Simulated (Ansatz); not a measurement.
Ligand exchange: C2HCl3Si + C2H5Cl → C2H2Cl2Si + C2H4Cl2

Gas-phase species: C2HCl3Si `C#C[Si](Cl)(Cl)Cl`, singlet; C2H5Cl `CCCl`, singlet; C2H2Cl2Si `C#C[SiH](Cl)Cl`, singlet; C2H4Cl2 `CC(Cl)Cl`, singlet. The partners trade Cl for H: Si–Cl and C–H bonds give way to Si–H and C–Cl.

Shapes, held fixed at every level: PBE0-D4/def2-TZVP. Programs: Ansatz 0.2.0. The zero-point and thermal change to 298 K, harmonic and unscaled (PBE0-D4/def2-TZVP), is -7.5 kJ/mol.

Estimate ΔH(298 K) of this reaction.

The highest level, CCSD(T)/CBS estimate, gives ΔH(298 K) = +150.5 kJ/mol; the levels span +150.4 to +156.1. The column of differences is taken from that level and isn't an error. No measured value is set beside it here. The CBS estimate extrapolates MP2 from def2-TZVPP and def2-QZVPP and adds CCSD(T) − MP2 in the triple-zeta set, cores frozen.

```json
{"level": "r2SCAN-D4/def2-TZVPP", "kind": "meta-GGA", "ΔH(298 K) (kJ/mol)": "+152.9", "less CCSD(T)/CBS estimate": "+2.4"}
{"level": "PBE0-D4/def2-TZVPP", "kind": "global hybrid", "ΔH(298 K) (kJ/mol)": "+151.7", "less CCSD(T)/CBS estimate": "+1.2"}
{"level": "r2SCAN0-D4/def2-TZVPP", "kind": "global hybrid", "ΔH(298 K) (kJ/mol)": "+156.1", "less CCSD(T)/CBS estimate": "+5.6"}
{"level": "B2PLYP/def2-TZVPP", "kind": "double hybrid", "ΔH(298 K) (kJ/mol)": "+150.4", "less CCSD(T)/CBS estimate": "-0.1"}
{"level": "MP2/def2-TZVPP", "kind": "perturbation theory", "ΔH(298 K) (kJ/mol)": "+154.4", "less CCSD(T)/CBS estimate": "+3.9"}
{"level": "CCSD/def2-TZVPP", "kind": "coupled cluster or CI", "ΔH(298 K) (kJ/mol)": "+150.9", "less CCSD(T)/CBS estimate": "+0.4"}
{"level": "CCSD(T)/CBS estimate", "kind": "coupled cluster or CI", "ΔH(298 K) (kJ/mol)": "+150.5", "less CCSD(T)/CBS estimate": "0.0"}
```
